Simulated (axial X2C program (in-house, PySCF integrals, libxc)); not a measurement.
## Low determinants of CoGa at the PBE0 level, with spin–orbit coupling

All values were computed with an in-house relativistic program for diatomic molecules. Two-component (2c) means X2C with spin–orbit coupling and atomic mean-field two-electron Coulomb and Gaunt terms. Basis: Ga dyall-cv3z [9s9p7d4f1g], Co dyall-cv3z [9s10p6d3f2g] (cores contracted in-house); Gaussian nuclei, density fitting, unrestricted open shells. Masses: Ga 68.926 u, Co 58.933 u.

Search at 2.421 Å (vertical energies from the lowest determinant):

| ΔE (eV) | state | electrons beyond evenly filled partner blocks | electrons in ±ω = 1/2, 3/2, 5/2, 7/2 |
| --- | --- | --- | --- |
| 0.00 | Ω = 3 | ω = 1/2, ω = 5/2 | 39 16 3 0 |
| 0.11 | Ω = 1 | ω = -1/2, ω = 3/2 | 39 15 4 0 |
| 0.22 | Ω = 4 | ω = 3/2, ω = 5/2 | 40 15 3 0 |
| 0.59 | Ω = 1 | ω = -3/2, ω = 5/2 | 40 15 3 0 |
| 0.90 | Ω = 2 | ω = 1/2, ω = 3/2 | 39 15 4 0 |
| 1.12 | Ω = 5 | 2 × ω = 1/2, ω = 3/2, ω = 5/2 | 38 17 3 0 |
| 1.23 | Ω = 1 | 2 × ω = 1/2 | 38 16 4 0 |

Lowest determinant, Ω = 3 (⟨Sz⟩ = 1.00, ⟨Lz⟩ = 2.00 at PBE0): Re = 2.417 Å, ωe = 217.8 cm⁻¹.

The determinant in row 2 of the search, Ω = 1 (⟨Sz⟩ = -1.00, ⟨Lz⟩ = 2.00 at PBE0), was followed along the bond at PBE0; measured from the minimum of the lowest determinant it gives:

Te = 0.114 eV (918 cm⁻¹), Re = 2.417 Å, ωe = 217.6 cm⁻¹.

Problem. Compare the bond of the determinant in row 2 with that of the lowest one.

Solution. At PBE0 its Re is the same within 0.001 Å and its force constant, which goes as ωe², is 1.00 times that of the lowest determinant. T0 ≈ Te + Δωe/2 = 918 + (0) = 918 cm⁻¹.

The search compares states at one distance, so a state with another bond length can lie lower; it is not exhaustive and yields mostly the lowest determinant of each block pattern, so other components and higher states of one pattern are missing. These are energies of single determinants, not of spin-adapted states; PBE0 term energies can be off by some tenths of an eV, and the functional has no current term. Open-shell Ω = 0 determinants with evenly filled partner blocks cannot be reached by this program, so the Ω shown need not be the lowest component.
